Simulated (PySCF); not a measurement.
In(OH)2(OSiH3) (H₅InO₃Si), SMILES [SiH3][O][In]([OH])[OH]. Geometry: PBE0-D3(BJ)/def2-SVP. The structure was generated by enumeration; whether it is a known compound was not checked. The def2 effective core potentials stand for the cores of In; spin–orbit coupling is left out. Other conformers were not sampled.

Computed equilibrium geometry at PBE0-D3(BJ)/def2-SVP (PySCF confirms it by a frequency run) as Cartesian coordinates in Å, and its point group (one conformer of several):
point group Cs.
```xyz
10

In     0.0032    -0.6206     0.0000
O      1.3789    -2.0524     0.0000
H      0.9877    -2.9337     0.0000
O     -1.9768    -0.8299     0.0000
H     -2.2553    -1.7529     0.0000
O      0.6930     1.2305     0.0000
Si     0.0546     2.7547     0.0000
H     -0.7942     3.0004     1.2103
H      1.1745     3.7433     0.0000
H     -0.7942     3.0004    -1.2103
```
Charge 0, spin multiplicity 1.
